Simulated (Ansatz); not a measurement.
Mulliken charges of H4NO3Si (`[NH][Si](O)(O)O`) radical from ωB97M-V/def2-TZVPP in Ansatz (PBE0-D4/def2-TZVP geometry).

```
atom   x (Å)   y (Å)   z (Å)  charge (e)
  N1  -0.979  -0.687  -1.236      -0.327
 Si2  -0.012   0.010   0.033       0.744
  O3   1.554   0.005  -0.440      -0.390
  O4  -0.084  -0.865   1.409      -0.368
  O5  -0.600   1.504   0.309      -0.371
  H6  -1.983  -0.586  -1.077       0.144
  H7   1.718   0.041  -1.383       0.192
  H8   0.567  -1.563   1.501       0.190
  H9  -0.092   2.095   0.867       0.186
```

**Question.** By hand: the dipole of these point charges (1 e Å = 4.8032 D).

**Answer.** Σ q r = (0.094, 0.007, -0.007) e Å, of length 0.095 e Å = 0.46 D.

**Question.** How does the dipole of the full density compare? (An estimate is asked.)

**Answer.** Ansatz gave: (0.179, 0.057, 0.025) e Å, 0.91 D; the point charges give 0.51 times that, at 18° from its direction.

Point charges leave out the atoms' own dipoles, such as those of lone pairs, and Mulliken's split depends on the basis, so the two needn't agree.
